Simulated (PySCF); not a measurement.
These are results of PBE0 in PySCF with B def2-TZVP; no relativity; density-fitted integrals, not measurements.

Each entry is the lowest minimum that a search over a few typed start shapes (and spin states, where more than one is plausible) found, or that minimum re-optimised at the stated level; isomers with ligand–ligand bonds, or fragments after loss of a ligand pair, can lie lower. Open shells are unrestricted.

B4 is a singlet of D2h symmetry with B–B 1.521 Å (×4), B–B 1.879 Å; B–B–B 51.9° (×4), B–B–B 76.3° (×2), B–B–B 103.7° (×2). Its wavenumbers are 313, 342, 1080, 1191, 1287, 1295 cm⁻¹.

Task: What changes when one electron is removed, giving B₄⁺?

Result: It costs 9.38 eV between the minima (9.35 eV with zero-point energy). B₄⁺ is a doublet of D2h symmetry with B–B 1.545 Å (×4), B–B 2.005 Å; B–B–B 49.5° (×4), B–B–B 80.9° (×2), B–B–B 99.1° (×2); wavenumbers 246, 295, 1083, 1120, 1148, 1215 cm⁻¹.
